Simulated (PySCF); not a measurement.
Geometry:
```csv
atom,x (Å),y (Å),z (Å)
C1,-1.659,-0.960,-0.359
C2,-0.489,-0.108,-0.831
C3,0.848,-0.874,-0.727
C4,1.397,-0.439,0.602
C5,0.766,0.642,1.067
C6,-0.279,1.107,0.098
F7,-1.443,1.501,0.725
H8,-1.493,-1.326,0.666
H9,-2.595,-0.385,-0.360
H10,-1.786,-1.832,-1.018
H11,-0.680,0.223,-1.864
H12,1.543,-0.586,-1.538
H13,0.719,-1.966,-0.807
H14,2.235,-0.937,1.095
H15,0.991,1.180,1.990
H16,0.079,1.989,-0.467
```

Geometry: PBE0-D3(BJ)/def2-SVP; GIAO absolute shieldings from PySCF, gas phase, non-relativistic, averaged over equivalent atoms.

At B97-2/pcSseg-1 (164 basis functions, 16 s wall time on 1 thread of an Arm Neoverse V2, shared host):
| atoms | σ (ppm) |
| --- | --- |
| C4 | 45.6 |
| C5 | 46.6 |
| C6 | 84.4 |
| C3 | 142.2 |
| C2 | 145.5 |
| C1 | 166.9 |
| F7 | 396.5 |
| H15 | 25.41 |
| H14 | 25.45 |
| H16 | 25.81 |
| H12 | 28.89 |
| H11 | 29.01 |
| H13 | 29.45 |
| H8/H9/H10 | 30.40 |

**Question.** What do these become at PBE0/pcSseg-1?

**Answer.** 
```json
{"atoms": "C4", "σ at PBE0/pcSseg-1": "43.0", "change": "-2.6"}
{"atoms": "C5", "σ at PBE0/pcSseg-1": "44.0", "change": "-2.6"}
{"atoms": "C6", "σ at PBE0/pcSseg-1": "84.1", "change": "-0.3"}
{"atoms": "C3", "σ at PBE0/pcSseg-1": "142.5", "change": "+0.3"}
{"atoms": "C2", "σ at PBE0/pcSseg-1": "146.2", "change": "+0.7"}
{"atoms": "C1", "σ at PBE0/pcSseg-1": "168.1", "change": "+1.2"}
{"atoms": "F7", "σ at PBE0/pcSseg-1": "398.0", "change": "+1.5"}
{"atoms": "H15", "σ at PBE0/pcSseg-1": "25.25", "change": "-0.16"}
{"atoms": "H14", "σ at PBE0/pcSseg-1": "25.29", "change": "-0.16"}
{"atoms": "H16", "σ at PBE0/pcSseg-1": "25.69", "change": "-0.12"}
{"atoms": "H12", "σ at PBE0/pcSseg-1": "28.78", "change": "-0.11"}
{"atoms": "H11", "σ at PBE0/pcSseg-1": "28.89", "change": "-0.12"}
{"atoms": "H13", "σ at PBE0/pcSseg-1": "29.35", "change": "-0.10"}
{"atoms": "H8/H9/H10", "σ at PBE0/pcSseg-1": "30.30", "change": "-0.10"}
```

The largest change is at C4 (alkene CH). Cost: 164 basis functions, 17 s wall time on 1 thread of an Arm Neoverse V2, shared host. The order of the carbon signals is the same at both levels.
